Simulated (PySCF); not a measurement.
Isomers of C6H10O3, one GFN2-xTB conformer each. Single-point energies are computed at PBE0/pcSseg-1 (PySCF, gas phase, no added dispersion term), electronic only.

```
                  SMILES  GFN2-xTB relative energy (kcal/mol)
      OC[C@@H]1OCC12COC2                                 35.5
           C=COC(=O)CCOC                                 21.0
         C=C(COC)OC(C)=O                                 19.2
 CC(=O)O[C@@H]1CC[C@H]1O                                  0.0
         C=C(OC)OC(=O)CC                                 11.6
         C=C(C)COC(=O)OC                                  3.0
CC[C@@H]1O[C@@H](OC)C1=O                                 27.0
```

Conformers: `[OH:1][CH2:2][C@@H:3]1[O:4][CH2:5][C:6]12[CH2:7][O:8][CH2:9]2` with H–O1–C2–C3 50°, O1–C2–C3–O4 -64°; `[CH2:1]=[CH:2][O:3][C:4](=[O:5])[CH2:6][CH2:7][O:8][CH3:9]` with C1–C2–O3–C4 180°, C2–O3–C4–O5 0°, O3–C4–C6–C7 178°, C4–C6–C7–O8 179°, C6–C7–O8–C9 -179°; `[CH2:1]=[C:2]([CH2:3][O:4][CH3:5])[O:6][C:7]([CH3:8])=[O:9]` with C1–C2–C3–O4 -138°, C2–C3–O4–C5 -166°, C1–C2–O6–C7 -143°, C2–O6–C7–C8 -168°; `[CH3:1][C:2](=[O:3])[O:4][C@@H:5]1[CH2:6][CH2:7][C@H:8]1[OH:9]` with C1–C2–O4–C5 180°, C2–O4–C5–C6 163°, C7–C8–O9–H 163°, O4–C5–C6–C7 -135°, C5–C6–C7–C8 15°, C6–C7–C8–O9 -134°, O4–C5–C8–C7 134°; `[CH2:1]=[C:2]([O:3][CH3:4])[O:5][C:6](=[O:7])[CH2:8][CH3:9]` with C1–C2–O3–C4 -178°, C1–C2–O5–C6 40°, C2–O5–C6–O7 2°, O5–C6–C8–C9 -172°; `[CH2:1]=[C:2]([CH3:3])[CH2:4][O:5][C:6](=[O:7])[O:8][CH3:9]` with C1–C2–C4–O5 121°, C2–C4–O5–C6 -179°, C4–O5–C6–O7 -1°, O5–C6–O8–C9 -179°; `[CH3:1][CH2:2][C@@H:3]1[O:4][C@@H:5]([O:6][CH3:7])[C:8]1=[O:9]` with C1–C2–C3–O4 178°, O4–C5–O6–C7 -72°.

Problem. What does PBE0/pcSseg-1 give for the same structures?

Solution. 
```json
{"SMILES": "CC(=O)O[C@@H]1CC[C@H]1O", "PBE0/pcSseg-1 E (Eh)": "-459.75724", "PBE0/pcSseg-1 (kcal/mol)": "0.0", "GFN2-xTB (kcal/mol)": "0.0", "point group": "C1"}
{"SMILES": "C=C(C)COC(=O)OC", "PBE0/pcSseg-1 E (Eh)": "-459.75438", "PBE0/pcSseg-1 (kcal/mol)": "1.8", "GFN2-xTB (kcal/mol)": "3.0", "point group": "C1"}
{"SMILES": "C=C(OC)OC(=O)CC", "PBE0/pcSseg-1 E (Eh)": "-459.73438", "PBE0/pcSseg-1 (kcal/mol)": "14.3", "GFN2-xTB (kcal/mol)": "11.6", "point group": "C1"}
{"SMILES": "C=COC(=O)CCOC", "PBE0/pcSseg-1 E (Eh)": "-459.72990", "PBE0/pcSseg-1 (kcal/mol)": "17.2", "GFN2-xTB (kcal/mol)": "21.0", "point group": "near Cs"}
{"SMILES": "C=C(COC)OC(C)=O", "PBE0/pcSseg-1 E (Eh)": "-459.72916", "PBE0/pcSseg-1 (kcal/mol)": "17.6", "GFN2-xTB (kcal/mol)": "19.2", "point group": "C1"}
{"SMILES": "CC[C@@H]1O[C@@H](OC)C1=O", "PBE0/pcSseg-1 E (Eh)": "-459.71075", "PBE0/pcSseg-1 (kcal/mol)": "29.2", "GFN2-xTB (kcal/mol)": "27.0", "point group": "C1"}
{"SMILES": "OC[C@@H]1OCC12COC2", "PBE0/pcSseg-1 E (Eh)": "-459.67317", "PBE0/pcSseg-1 (kcal/mol)": "52.7", "GFN2-xTB (kcal/mol)": "35.5", "point group": "C1"}
```

Both levels put the same isomer lowest; measured from each level's own lowest isomer, the values differ by up to 17.2 kcal/mol (OC[C@@H]1OCC12COC2: 35.5 against 52.7). As drawn, the lowest has a C=O bond and a C(=O)–O unit, which the highest lacks; the highest has a quaternary carbon, which the lowest lacks. Neighbours under 2.5 kcal/mol apart (CC(=O)O[C@@H]1CC[C@H]1O and C=C(C)COC(=O)OC; C=COC(=O)CCOC and C=C(COC)OC(C)=O) can change places with a better method, another conformer or zero-point energy.

Problem. Which frontier levels, dipoles and rotational constants go with these structures?

Solution. 
| SMILES | HOMO (eV, PBE0/pcSseg-1) | LUMO (eV) | dipole (D) | A, B, C (MHz) |
| --- | --- | --- | --- | --- |
| CC(=O)O[C@@H]1CC[C@H]1O | -7.37 | 0.06 | 2.92 | 3072, 1176, 911.3 |
| C=C(C)COC(=O)OC | -7.61 | 0.13 | 0.63 | 4406, 736.0, 685.9 |
| C=C(OC)OC(=O)CC | -6.41 | -0.18 | 3.32 | 3145, 963.5, 782.7 |
| C=COC(=O)CCOC | -7.46 | -0.42 | 0.45 | 7180, 565.9, 529.8 |
| C=C(COC)OC(C)=O | -7.20 | -0.27 | 0.89 | 1875, 1498, 981.0 |
| CC[C@@H]1O[C@@H](OC)C1=O | -7.49 | -1.19 | 2.05 | 3713, 973.8, 815.0 |
| OC[C@@H]1OCC12COC2 | -7.38 | 0.98 | 1.58 | 3066, 1140, 966.5 |
